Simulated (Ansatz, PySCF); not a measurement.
This Ansatz (a first-principles code) input computes a CAM-B3LYP/def2-TZVPD energy:

Ansatz 0.2 input:
```yaml
crystal:
  periodic: [false, false, false]
  atoms:
    - {symbol: As, position_ang: [-0.00000000, -0.00000000, -1.05205375]}
    - {symbol: As, position_ang: [0.00000000, 0.00000000, 1.05205375]}
basis:
  gaussian:
    orbitals: def2-TZVPD
hamiltonian:
  xc: {name: CAM-B3LYP}
output: {forces: true}
```

Write an input for the same energy in PySCF and say what it gives.


```python
from pyscf import gto, scf, dft

mol = gto.M(
    atom='''
    As   -0.00000000   -0.00000000   -1.05205375
    As    0.00000000    0.00000000    1.05205375
    ''',
    basis='def2-tzvpd',
    charge=0,
    spin=0,
    verbose=4,
)

mf = dft.RKS(mol, xc='camb3lyp').density_fit(auxbasis='def2-universal-jkfit')
mf.grids.level = 3
mf.conv_tol = 1e-9
mf.max_cycle = 100
mf.max_memory = 1500
mf.kernel()
if not mf.converged:
    mf = mf.newton()
    mf.kernel(mf.make_rdm1())
mf.analyze()
```
It gives -4472.00042 Eh, and Ansatz -4472.00028 Eh, a difference of 0.14 mEh, from the treatment of integrals and grids.
